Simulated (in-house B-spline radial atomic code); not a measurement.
**Ionising Ni V (Ni4+) with different functionals**

Computed with an all-electron radial atomic-structure program (B-spline basis): four-component Dirac-Coulomb Hamiltonian, Fermi nucleus of rms radius 3.7757 fm, spin-restricted, spherical fractional occupations for the functionals, and exact exchange of hybrids averaged over the configuration. The ionisation energy is the difference of two self-consistent energies, [Ar] 3d6 → [Ar] 3d5, without Breit or QED terms; ε is the level of the shell that loses the electron (mean over j). The electron is taken from both j subshells in proportion to 2j + 1, so the result is a j average, not the step between ground levels.

```csv
method,rung,ΔSCF (eV),-ε(3d) (eV)
B3LYP,global hybrid,80.16,71.33
B97-1,global hybrid,?,?
HSE06,range-separated hybrid,79.94,71.40
wB97X,range-separated hybrid,?,?
```

Problem. What does B97-1 give?

Solution. ΔSCF 79.97 eV, and -ε(3d) = 71.28 eV.

Problem. What does wB97X give?

Solution. ΔSCF 79.71 eV, and -ε(3d) = 73.97 eV.

Problem. Among the functionals, which spreads more, the ΔSCF values or the orbital energies?

Solution. The orbital energies: ΔSCF values span about 0.45 eV and the orbital energies 2.69 eV; here energy differences depend much less on the functional than eigenvalues do.

Problem. How do they compare with the NIST value?

Solution. NIST lists 76.06 eV ± 0.06 (semi-empirical, ground level to ground level). Errors run from +3.65 to +4.10 eV. The correlated functionals all miss on the same side by more than they spread, so the cause is common to them (Breit-QED terms, spin polarisation, the choice among j levels, multiplet and fine-structure energies, or a listed next ion that isn't the cheapest removal here) and closeness doesn't rank the functionals.
